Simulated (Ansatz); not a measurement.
One elementary step

Start structure (SiN2H5F, singlet), relaxed at PBE0-D4/def2-TZVP:

```xyz
9
angstrom
Si 0.1951 -0.2706 -0.4397
F -0.5176 -1.5603 -1.0721
H 1.3845 -0.0506 -1.2961
N -0.6897 1.1728 -0.4824
N 0.4228 -0.6941 1.1900
H -0.6740 1.7734 -1.2893
H -1.5161 1.3050 0.0773
H 0.6133 -1.6449 1.4574
H 0.7818 -0.0307 1.8549
```

The step: SiN₂H₅F ([NH2][SiH]([NH2])[F]) → SiN₂H₄ ([NH2][Si][NH2]) + HF; bonds formed: F2–H3; bonds broken: Si1–F2, Si1–H3. Ansatz 0.2.0; basis: def2-TZVPP and def2-QZVPP; cores frozen in the correlated methods. Extrapolation: Hartree–Fock as exp(−7.88 √X), correlation as X^−2.97. Energies below are by CCSD(T) at an estimated basis limit (MP2 extrapolated from triple and quadruple zeta, plus CCSD(T) − MP2 in triple zeta).

Q: What are the electronic barrier and the energy of the step, from the start structure to the end structure? (An estimate is asked for; the value comes from the calculation.)

A: Computed: Barrier 87.88 kcal/mol; step energy 61.68 kcal/mol (uphill); reverse barrier, their difference, 26.21 kcal/mol. Barrier and step energy count from the start structure, the reverse barrier from the end structure.

The saddle point: One imaginary mode of 1256i cm⁻¹.
| pair | start (Å) | saddle (Å) | end (Å) |
| --- | --- | --- | --- |
| F2–H3 | 2.44 | 1.22 | 0.94 |
| Si1–F2 | 1.60 | 2.11 | 3.24 |
| Si1–H3 | 1.48 | 1.61 | 2.30 |

Zero-point energy (harmonic, PBE0-D4): ZPE is 40.56 kcal/mol at the start and 37.47 kcal/mol at the saddle, so the barrier goes from 87.88 to 84.79 kcal/mol.

First-order rate constant out of the start structure at 898 K by transition-state theory, with harmonic vibrational free energies alone and no tunnelling: ΔA‡ = 82.02 kcal/mol, so k = (kB T/h) exp(−ΔA‡/kB T) ≈ 10^-7 s⁻¹ (an order of magnitude at best: rotation, the number of equivalent paths and anharmonicity are left out).

T1 diagnostic: at most 0.016.

Losses and insertions of silylenes and their heavier kin drive the gas-phase chemistry of silicon and germanium vapour deposition.

Labels in which every atom is bracketed show which atoms are joined, not bond orders.

For scale, one of the runs: CCSD(T)/def2-TZVPP, 205 basis functions, launched by `ansatz run in.yaml --threads 4 --pin off --events-out ev --progress --plain --max-ram 9574MiB`. The run took 43 s on 4 CPU threads of an Arm Neoverse V2 (shared host), with 2.7 GiB of host memory at its peak.
